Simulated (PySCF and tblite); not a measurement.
Results of a calculation; reference values are marked as such.
System: C₈H₈, numbered as in [CH2:1]=[CH:2][c:3]1[cH:4][cH:5][cH:6][cH:7][cH:8]1.

Geometries: GFN2-xTB; energies: revPBE/pcSseg-1 + D3(BJ); zero-point and thermal terms from GFN2-xTB harmonic modes (soft modes blended into free rotors). Rates follow Eyring's equation with the number of equivalent paths and no tunnelling. Run with tblite and PySCF.

Task: What barrier does the rotation about the C3–C2 bond (torsion C4–C3–C2–C1 from 0° to 180°, rising) meet, and how fast is it at 298 K?

Result: The electronic barrier is 4.3 kcal/mol and ΔG‡(298 K) 4.7 kcal/mol, over a Cs saddle with an imaginary mode of 107i cm⁻¹ (GFN2-xTB). With 2 equivalent paths, k is 4.3×10⁹ s⁻¹, a mean lifetime of the start of 230 ps against this motion.
